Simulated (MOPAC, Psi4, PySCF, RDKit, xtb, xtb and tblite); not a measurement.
Two geometries of C₃H₅NSi, SMILES C=C[SiH2]C#N, relaxed at GFN2-xTB with one dihedral held; other torsions can differ between them too.

Structure A

```
10

C     -1.4568     0.7742     0.0841
C     -0.9791    -0.4602     0.1309
Si     0.8422    -0.9098    -0.0102
C      1.4101    -1.3564     1.7163
N      1.7540    -1.6297     2.7743
H     -0.8145     1.6288    -0.0583
H     -2.5095     0.9928     0.1801
H     -1.6783    -1.2761     0.2778
H      1.6655     0.2242    -0.4328
H      1.0393    -2.1078    -0.8306
```

Structure B

```
10

C     -1.4613     0.7862     0.0966
C     -0.9769    -0.4461     0.1504
Si     0.8430    -0.8963    -0.0007
C      1.8056     0.6882     0.2331
N      2.3897     1.6632     0.3750
H     -0.8183     1.6447    -0.0164
H     -2.5174     0.9970     0.1728
H     -1.6735    -1.2689     0.2673
H      1.1815    -1.4027    -1.3341
H      1.2671    -1.8062     1.0672
```

Task: Which is lower in energy at the level Psi4 with DF-MP2 (frozen core)/cc-pVTZ // GFN2-xTB, and by how much?

Result: B is lower, by 1.65 kJ/mol (dihedral C1–C2–Si3–C4: 105° in A, 15° in B).

E(B) − E(A) in kJ/mol at the other levels, on the same two geometries: GFN2-xTB (xtb and tblite) -1.27; MMFF94 // GFN2-xTB (RDKit) 4.45; PBE/def2-TZVP // GFN2-xTB (Psi4) -0.80; PBE-D3(BJ)/def2-TZVP // GFN2-xTB (Psi4) -1.59; wB97X-D/def2-TZVP // GFN2-xTB (Psi4) -1.43; HF/cc-pVTZ // GFN2-xTB (Psi4) 0.18; UFF // GFN2-xTB (RDKit) 1.25; PM6, restricted, heats of formation // GFN2-xTB (MOPAC) 0.03; AM1, restricted, heats of formation // GFN2-xTB (MOPAC) 0.43; GFN1-xTB // GFN2-xTB (xtb) -0.26; restricted B3LYP/6-31G*, spherical d // GFN2-xTB (PySCF) -0.53; restricted M06-2X/6-31G*, spherical d // GFN2-xTB (PySCF) -2.43; restricted B3LYP/6-311+G**, spherical d, density fitting // GFN2-xTB (PySCF) -0.21; restricted Hartree-Fock/3-21G // GFN2-xTB (PySCF) -1.71.

MMFF94 has few fitted parameters for silicon.
